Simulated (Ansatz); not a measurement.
C3H8SSi can be A, `CC1C[SiH2]S1`, or B, `C=CCS[SiH3]`.

Isolated molecules relaxed with PBE0-D4/def2-TZVP in Ansatz; ΔE leaves out vibrations. CCSD(T)/CBS adds triple-zeta CCSD(T) − MP2 to the extrapolated MP2 energy (def2 sets, frozen cores). Functionals use def2-TZVPP. B3LYP here is the variant with VWN-RPA as its local correlation; programs differ in this. Each species was taken in one conformer, which may not be the lowest.

Task: Which isomer does CCSD(T)/CBS put lower? Give the gap. (Estimate.)

Result: Ansatz gave: A, by 16.1 kcal/mol.

Task: Give E(B) − E(A) in kcal/mol with CCSD/def2-TZVPP, HF/def2-TZVPP, MP2/def2-TZVPP, B3LYP-D4, B3LYP, B2PLYP, r2SCAN-D4. (An estimate is asked.)

Result: Ansatz gave: CCSD/def2-TZVPP 15.7, HF/def2-TZVPP 10.7, MP2/def2-TZVPP 18.6, B3LYP-D4 12.8, B3LYP 12.5, B2PLYP 14.5, r2SCAN-D4 16.7. None reverses the order clearly.

Largest T1 diagnostic: 0.011.

From PBE to PBE0 (25 % exact exchange), in def2-TZVPP and without D4, E(B) − E(A) moves by +2.0 kcal/mol. In def2-TZVPP, CCSD(T) changes the Hartree–Fock value by +5.1 kcal/mol (the triples alone add +0.1 kcal/mol) and MP2 by +7.8 kcal/mol.
